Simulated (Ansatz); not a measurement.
C2H8NSb can be A, `CC[NH][SbH2]`, or B, `C[N](C)[SbH2]`.

Isolated molecules relaxed with PBE0-D4/def2-TZVP in Ansatz; ΔE leaves out vibrations. CCSD(T)/CBS is the MP2 limit (def2-TZVPP, def2-QZVPP) plus CCSD(T) − MP2 in def2-TZVPP, frozen cores. Functionals use def2-TZVPP. B3LYP here is the variant with VWN-RPA as its local correlation; programs differ in this. Elements past krypton have def2 core potentials. For Sb outer-core shells are correlated without core-valence functions, which leaves a few kJ/mol of doubt a bond. One conformer a species, not always the lowest.

A:

Z-matrix (Å, degrees):
```
C
C 1 1.516
H 1 1.092 2 110.6
H 1 1.094 2 110.9 3 -119.9
H 1 1.093 2 110.8 3 120.6
N 2 1.453 1 111.1 3 57.6
H 2 1.095 1 109.6 3 -61.1
H 2 1.102 1 109.6 3 -177.2
Sb 6 2.027 2 119.3 1 -176.8
H 6 1.013 2 111.1 1 52.6
H 9 1.712 6 93.0 2 56.8
H 9 1.727 6 97.9 2 -33.5
```

B:

```xyz
12

C     0.226    0.523    1.267
N    -0.268    0.060   -0.010
C     0.368    0.752   -1.109
Sb   -0.196   -1.990   -0.204
H     0.031    1.598    1.362
H     1.311    0.376    1.417
H    -0.300    0.022    2.084
H    -0.053    0.422   -2.063
H     0.173    1.828   -1.020
H     1.464    0.624   -1.156
H    -1.449   -2.226    0.941
H    -1.305   -1.990   -1.510
```

Question: Which is lower in electronic energy at CCSD(T)/CBS, and by how much? (An estimate is asked.)

Answer: Ansatz gave: A, by 11.5 kcal/mol.

Question: Give E(B) − E(A) in kcal/mol with ωB97M-V, MP2/def2-TZVPP, B2PLYP, r2SCAN-D4, B3LYP, HF/def2-TZVPP, CCSD/def2-TZVPP. (Best estimate.)

Answer: Ansatz gave: ωB97M-V 12.0, MP2/def2-TZVPP 11.4, B2PLYP 11.7, r2SCAN-D4 11.4, B3LYP 11.8, HF/def2-TZVPP 13.1, CCSD/def2-TZVPP 11.8. None reverses the order clearly.

Largest T1 diagnostic: 0.013.

In def2-TZVPP, CCSD(T) changes the Hartree–Fock value by −1.7 kcal/mol (the triples alone add −0.4 kcal/mol) and MP2 by −1.8 kcal/mol. The D4 term adds −0.9 kcal/mol with B3LYP and −0.4 kcal/mol with PBE0; it sums over pairs of atoms, weighted by their polarisabilities, and B3LYP, whose exchange is more repulsive, gets the larger term.
